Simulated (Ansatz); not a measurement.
Isomers of BeSi$_{4}$⁻ (doublet), relaxed with PBE-D4/def2-SVPD; total energies from Ansatz at PBE0-D4/def2-TZVPD.

```csv
isomer,description,energy (Eh)
A,point group C2v; 4 × Si–Si 2.36 to 2.37 Å; 2 × Be–Si 2.17 Å,-1172.23737
B,point group C2; 4 × Be–Si 2.21 to 2.24 Å; 4 × Si–Si 2.35 to 2.55 Å,-1172.24672
C,point group Cs; 5 × Si–Si 2.39 to 2.60 Å; 3 × Be–Si 2.13 to 2.24 Å,-1172.24205
```

The isomers come from a short search, and lower ones may exist.

Work out the relative energies (1 Eh = 2625.5 kJ/mol) and the Boltzmann populations at 800 K from electronic energies alone (R = 8.314 J/mol/K).

ΔE: A 24.5, B 0.0, C 12.3 kJ/mol. RT = 6.65 kJ/mol. Factors exp(−ΔE/RT): A 0.0251, B 1, C 0.157; sum 1.182. Populations: A 2.1 %, B 84.6 %, C 13.3 %. Zero-point energy, vibrational entropy and symmetry numbers are left out and can shift these; an error of 4 kJ/mol changes a ratio by a factor of 1.8. Over the other density-functional and correlated levels in def2 sets, the gap between B and C ranges from 0 to 16 kJ/mol.
